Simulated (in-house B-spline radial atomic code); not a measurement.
Yb. Computed with a B-spline radial atomic code. Model: non-relativistic spherical atom: semilocal Troullier-Martins pseudo-atom, one channel per l, against all electrons, high spin, G0W0 and RPA with empty states to l = 8, local potential for every l without a channel, a model core (radius 0 = none) keeps its share of the functional.

Without relativity these are model numbers for so heavy an element.

What the tables leave out is listed at the end.

The pseudopotential gives back the lowest level of each angular momentum of its own functional in the configuration it was made in; a second state of the same l is only approximately right. Exact exchange, RPA and GW see the smooth pseudo-orbitals and miss the exchange with the core, for which the functional's share stands in. The column with an uncorrelated core keeps all orbitals and exact exchange, and so separates missing core correlation from pseudisation. Only the three outermost levels and the lowest empty one were computed. RPA here is direct RPA, with no exchange kernel, and its energies carry an (l + 1/2)⁻⁴ tail. A hybrid on a potential with a model core restores only its own semilocal share of the core's exchange.

Command:
```bash
python run_psgw.py task.json out
```
Settings (lengths in bohr, energies in hartree):
```
Z                      70
electrons              70
configuration          [Xe] 4f14 6s2
generated_in           [Xe] 4f14 6s2
functional             pbe,pbe
core_shells            8
radius_factor          0.9
core_correction        False
ion_configuration      [Xe] 4f14 6s1
```

Time taken, with all properties: 2.4 min on 1 thread of Arm Neoverse N1, with other jobs on the host.

Given: made with PBE; model core radius 0 bohr; local radius 0.595 bohr; mean-field start PBE.

Valence shells of the generating configuration: 4d, 5s, 5p, 4f, 6s.

Channel: s 1.05, p 1.147, d 0.444, f 1.452 (radii in bohr).

Computed: largest level miss in the spin-unpolarised generating configuration 0.045 eV; valence RPA correlation energy pseudo -3.3722 hartree; all-electron RPA polarisability, core included 126.32 bohr³; pseudo-atom RPA polarisability 123.5 bohr³; ionisation by mean-field all-electron 5.8302 eV; ionisation by mean-field pseudo minus all 0.064 eV; ionisation by RPA all-electron 6.2344 eV.

| level | occupied | mean-field all-electron (eV) | mean-field pseudo minus all (eV) | G0W0 all-electron (eV) | G0W0 uncorrelated core minus all (eV) | G0W0 pseudo minus all (eV) | exchange self-energy all-electron (eV) | exchange self-energy pseudo (eV) |
| --- | --- | --- | --- | --- | --- | --- | --- | --- |
| 6s | 1 | -3.6045 | -0.045 | -5.8568 | -0.007 | -0.165 | -7.1234 | -7.1897 |

**Question.** What is the valence RPA correlation energy all-electron orbitals?

**Answer.** -2.9266 hartree.

**Question.** What is the ionisation by RPA pseudo minus all?

**Answer.** 0.15 eV.

Given: mean-field start PBE0.

Computed: valence RPA correlation energy all-electron orbitals -2.7947 hartree; valence RPA correlation energy pseudo -3.2517 hartree; all-electron RPA polarisability, core included 111.13 bohr³; ionisation by mean-field all-electron 5.7106 eV; ionisation by RPA all-electron 6.0409 eV; ionisation by RPA pseudo minus all 0.142 eV.

```csv
level,occupied,mean-field all-electron (eV),mean-field pseudo minus all (eV),G0W0 all-electron (eV),G0W0 uncorrelated core minus all (eV),G0W0 pseudo minus all (eV),exchange self-energy all-electron (eV),exchange self-energy pseudo (eV)
6s,1,-4.1145,-0.062,-5.9402,-0.007,-0.165,-6.9687,-7.0552
6p (empty),0,-0.92121,-0.017,-0.16275,-0.003,-0.048,-1.4264,-1.4539
```

**Question.** What is the pseudo-atom RPA polarisability?

**Answer.** 107.81 bohr³.

**Question.** What is the ionisation by mean-field pseudo minus all?

**Answer.** 0.079 eV.

Given: mean-field start Hartree-Fock.

Computed: valence RPA correlation energy pseudo -2.9625 hartree; all-electron RPA polarisability, core included 95.018 bohr³; pseudo-atom RPA polarisability 90.572 bohr³; ionisation by mean-field all-electron 4.7803 eV; ionisation by mean-field pseudo minus all 0.104 eV; ionisation by RPA pseudo minus all 0.135 eV.

```json
{"level": "6s", "occupied": "1", "mean-field all-electron (eV)": "-4.9651", "mean-field pseudo minus all (eV)": "-0.106", "G0W0 all-electron (eV)": "-5.8725", "G0W0 uncorrelated core minus all (eV)": "-0.006", "G0W0 pseudo minus all (eV)": "-0.115", "exchange self-energy all-electron (eV)": "-6.4568", "exchange self-energy pseudo (eV)": "-6.5593"}
{"level": "4f", "occupied": "1", "mean-field all-electron (eV)": "-19.93", "mean-field pseudo minus all (eV)": "4.595", "G0W0 all-electron (eV)": "-15.83", "G0W0 uncorrelated core minus all (eV)": "0.18", "G0W0 pseudo minus all (eV)": "3.482", "exchange self-energy all-electron (eV)": "-76.825", "exchange self-energy pseudo (eV)": "-55.616"}
```

**Question.** What is the valence RPA correlation energy all-electron orbitals?

**Answer.** -2.4892 hartree.

**Question.** What is the ionisation by RPA all-electron?

**Answer.** 5.6684 eV.

Among the listed levels the largest G0W0 shift of the pseudo-atom is +3.48 eV, for 4f on the Hartree-Fock start, while leaving the core uncorrelated moves that level by +0.18 eV. So pseudisation and the lost core exchange, not the missing core correlation, make the error. Not in the tables (levels of low weight, unsolved or above zero; the highest and the empty levels are kept at any weight): on PBE the G0W0 levels 4f (pseudo minus all +4.26 eV, weights 0.45 and 0.11), 5p (pseudo minus all -2.07 eV, weights 0.08 and 0.07), 5d (pseudo minus all +0.06 eV, weights 0.50 and 0.54); on PBE0 the G0W0 levels 4f (pseudo minus all +6.50 eV, weights 0.72 and 0.05), 5p (pseudo minus all -1.84 eV, weights 0.01 and 0.49); on Hartree-Fock the G0W0 levels 5p (pseudo minus all -1.73 eV, weights 0.66 and 0.88).
